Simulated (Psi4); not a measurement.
Pair of molecules: PH3 (SMILES P) (first 4 atoms) with H2Se (SMILES [SeH2]); geometry from B3LYP-D3(BJ)/def2-TZVP, rigid monomers moved along the line of their centres of mass till P1···Se5 is 3.28 Å.
(charge 0, multiplicity 1):
```json
[
 {"atom": "P", "x (Å)": "0.1157", "y (Å)": "0.0762", "z (Å)": "-0.1725"},
 {"atom": "H", "x (Å)": "-0.6378", "y (Å)": "1.2648", "z (Å)": "-0.0058"},
 {"atom": "H", "x (Å)": "0.2060", "y (Å)": "0.2184", "z (Å)": "-1.5816"},
 {"atom": "H", "x (Å)": "-1.0324", "y (Å)": "-0.7525", "z (Å)": "-0.2336"},
 {"atom": "Se", "x (Å)": "0.2476", "y (Å)": "0.1187", "z (Å)": "3.1004"},
 {"atom": "H", "x (Å)": "-0.0655", "y (Å)": "-0.3703", "z (Å)": "4.4537"},
 {"atom": "H", "x (Å)": "0.9568", "y (Å)": "-1.1241", "z (Å)": "2.7690"}
]
```

Method: SAPT0/aug-cc-pVDZ (Psi4).

Question: Which attractive term is largest, and how does the interaction split up?

Answer: electrostatics -23.3, exchange 44.0, induction -7.3, dispersion -16.3, total -2.9 kJ/mol; the largest attraction is electrostatics.
